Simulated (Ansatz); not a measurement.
Stretch profile

BHCl2O (SMILES OB(Cl)Cl), closed shell, at its PBE0-D4/def2-TZVP minimum:

```
atom    x (Å)    y (Å)    z (Å)
  O1   0.7772   0.6575   0.3849
  B2  -0.1228  -0.2857   0.0724
 Cl3  -0.3099  -1.6557   1.1371
 Cl4  -1.1099  -0.1653  -1.3817
  H5   0.8153   1.3754  -0.2542
```

The bond length O1–B2 (1.341 Å at the minimum) is set to the values below, with the rest relaxed at PBE0-D4/def2-TZVP at each step. Each method's energies count from its own value at the PBE0-D4 minimum structure. Ansatz 0.2.0; basis: def2-TZVPP; cores frozen in the correlated methods. B3LYP uses VWN-RPA correlation.

CCSD(T) energies along the scan:
```csv
bond length (Å),CCSD(T) (kJ/mol)
1.099,216.9
1.156,113.5
1.239,30.7
1.335,0.3
1.442,14.4
1.558,59.3
1.680,121.1
1.809,190.6
1.944,261.0
```
They count from the CCSD(T) energy at the PBE0-D4 minimum.

Minimum and curvature along this coordinate at CCSD(T): A fifth-order fit through the nearest points gives 1.349 Å, with a curvature of about 42 eV/Å².

Largest difference from the CCSD(T) curve over the scan: PBE-D4 24.4; PBE0-D4 13.3; B3LYP-D4 13.4; HF 53.0 kJ/mol. Each curve counts from its own value at the minimum.

T1 diagnostic: at most 0.017.

For scale, one of the runs: CCSD(T)/def2-TZVPP, 160 basis functions (an equivalent command: `ansatz run in.yaml --threads 2`). Time: 29 s of wall clock on 2 CPU threads; the host was shared. Peak host memory: 1.2 GiB.
